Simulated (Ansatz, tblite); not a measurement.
Removing an electron: Sn(OtBu)2 (C₈H₁₈O₂Sn). Total charge 0; singlet. Geometry: r2SCAN-D4/def2-SVP. Ansatz, gas phase; energy differences of separate SCF runs; the oxidised species was run as a doublet alone.

```xyz
29

Sn   -1.815   -0.203   -1.277
O    -2.184    1.004    0.263
C    -1.423    1.504    1.363
C    -0.924    0.333    2.214
C    -0.243    2.326    0.836
C    -2.378    2.387    2.169
H    -0.378    0.690    3.102
H    -1.778   -0.274    2.555
H    -0.250   -0.300    1.616
H     0.426    1.681    0.246
H     0.333    2.770    1.664
H    -0.611    3.143    0.195
H    -3.239    1.794    2.513
H    -2.757    3.206    1.538
H    -1.874    2.821    3.048
O     0.133   -0.536   -0.813
C     1.085   -1.398   -1.420
C     0.883   -1.461   -2.939
C     2.465   -0.820   -1.097
C     0.937   -2.795   -0.808
H     1.658   -2.077   -3.423
H    -0.096   -1.903   -3.192
H     0.930   -0.448   -3.371
H     2.556    0.194   -1.519
H     3.272   -1.446   -1.510
H     2.594   -0.749   -0.007
H    -0.063   -3.206   -1.030
H     1.048   -2.740    0.286
H     1.691   -3.495   -1.202
```

In the def2 sets Sn takes a core potential; there is no spin–orbit coupling. The xTB rows come from tblite. Single mean-field runs in def2-TZVP are fitted with def2-universal-jkfit.

Estimate orbital energies and vertical ionisation energies at: GFN1-xTB; GFN2-xTB; HF/def2-TZVP; PBE-D4/def2-TZVP; PBE0-D4/def2-TZVP.


```json
{"level": "GFN1-xTB", "−HOMO (eV)": "11.51", "vertical IE (eV)": "13.84", "−LUMO (eV)": "7.05", "HOMO–LUMO gap (eV)": "4.46"}
{"level": "GFN2-xTB", "−HOMO (eV)": "10.21", "vertical IE (eV)": "12.55", "−LUMO (eV)": "6.35", "HOMO–LUMO gap (eV)": "3.87"}
{"level": "HF/def2-TZVP", "−HOMO (eV)": "9.65", "vertical IE (eV)": "7.80", "−LUMO (eV)": "-0.58", "HOMO–LUMO gap (eV)": "10.22"}
{"level": "PBE-D4/def2-TZVP", "−HOMO (eV)": "5.76", "vertical IE (eV)": "8.16", "−LUMO (eV)": "2.60", "HOMO–LUMO gap (eV)": "3.16"}
{"level": "PBE0-D4/def2-TZVP", "−HOMO (eV)": "6.98", "vertical IE (eV)": "8.56", "−LUMO (eV)": "1.97", "HOMO–LUMO gap (eV)": "5.01"}
```

 Raw xTB energy differences between charge states are shifted by several eV; the methods need an empirical correction for them.
